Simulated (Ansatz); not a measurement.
Reaction (cleavage of the Si–Sn bond): `O[SiH2][SnH2][OH]` + H₂S → `O[SiH2]S` + `[OH][SnH3]`

Program: Ansatz. Geometries: PBE0-D4/def2-TZVP. ΔE: electronic, gas phase. CBS: MP2 limit from def2 TZ/QZ plus the TZ coupled-cluster correction, frozen cores. This one scheme is used for every species. Functionals use def2-TZVPP. def2 core potentials past Kr. For Sn outer-core shells are correlated without core-valence functions, which leaves a few kJ/mol of doubt a bond. Each species was taken in one conformer, which may not be the lowest.

| level | ΔE (kJ/mol) |
| --- | --- |
| BLYP-D4 | -47.4 |
| r2SCAN0-D4 | -57.5 |
| LC-ωPBE | -57.9 |
| HF/def2-SVP | -59.1 |
| CCSD/def2-TZVPP | -56.0 |
| CCSD(T)/def2-TZVPP | -55.9 |
| HF/def2-QZVPP | -64.1 |
| MP2/CBS(def2) | -56.5 |

Task: What does CCSD(T)/CBS give? (Best estimate.)

Result: The calculation gave: -52.4 kJ/mol. The listed levels differ from it by 5.0, -5.1, -5.5, -6.7, -3.6, -3.5, -11.7, -4.1 kJ/mol.

Largest T1 diagnostic among the species: 0.014.

Leaving LDA and LC-ωPBE aside and taking each functional with its dispersion term where it has one, the values, not all of them listed here, spread over 17.1 kJ/mol, from B97M-V to PBE-D4. LDA lies −3.3 kJ/mol from PBE without D4. In def2-TZVPP, CCSD(T) changes the Hartree–Fock value by +8.5 kJ/mol (the triples alone add +0.1 kJ/mol) and MP2 by +4.5 kJ/mol.
